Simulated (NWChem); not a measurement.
Species: C₃H₅FSi; SMILES FC1=CC[SiH2]1

```xyz
10

F     -0.2593     2.1080     0.0000
C      0.0153     0.8012     0.0000
C      1.2386     0.2093     0.0000
C      0.9742    -1.2940     0.0000
Si    -0.8979    -0.8500     0.0000
H      2.2293     0.7010     0.0000
H      1.3496    -1.8245    -0.9005
H      1.3496    -1.8245     0.9005
H     -1.6967    -1.2117    -1.2234
H     -1.6967    -1.2117     1.2234
```
Atoms are numbered in this order, from 1.

Program: NWChem. Medium grid unless said otherwise, to which SCAN and Minnesota functionals are sensitive. Structure relaxed at the PBE-D3(BJ)/def2-SVP level. B3LYP is NWChem's, with the RPA form of VWN correlation.

Task: Order these by “highest occupied level (eV)”, lowest first: LC-wPBE (HJS exchange hole, range parameter 0.4 per bohr)/def2-SVP; B3LYP/def2-SVP; N12/def2-SVP; MPW1K/def2-SVP; r2SCAN0/def2-SVP.

Result: LC-wPBE (HJS exchange hole, range parameter 0.4 per bohr)/def2-SVP (-9.98), MPW1K/def2-SVP (-8.24), r2SCAN0/def2-SVP (-7.52), B3LYP/def2-SVP (-7.06), N12/def2-SVP (-5.98)
